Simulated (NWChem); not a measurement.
CH3ClSi, singlet; SMILES C[Si]Cl

```xyz
6

Si     0.7819    -0.5344     0.0000
Cl    -0.1794     1.3411     0.0000
C     -0.7674    -1.6312     0.0001
H     -0.5080    -2.7015     0.0064
H     -1.3881    -1.4193    -0.8885
H     -1.3956    -1.4095     0.8810
```
Atoms are numbered in this order, from 1.

Low-valent species are run as closed-shell singlets; no triplet was tried in these runs. Coordinates come from a PBE0/def2-SVP optimisation.

Problem. List the 6 lowest vertical singlet excitations from B3LYP/6-31+G* (spherical d), full TDDFT (NWChem).

Solution. 
| state | energy (eV) | oscillator strength | leading excitation (squared amplitude) |
|---|---|---|---|
| S1 | 2.88 | 0.024 | HOMO → LUMO (1.00) |
| S2 | 5.02 | 0.008 | HOMO−1 → LUMO (0.99) |
| S3 | 5.49 | 0.035 | HOMO → LUMO+1 (0.59) |
| S4 | 5.79 | 0.138 | HOMO → LUMO+2 (0.39) |
| S5 | 5.89 | 0.172 | HOMO → LUMO+2 (0.52) |
| S6 | 5.92 | 0.003 | HOMO−3 → LUMO (0.99) |
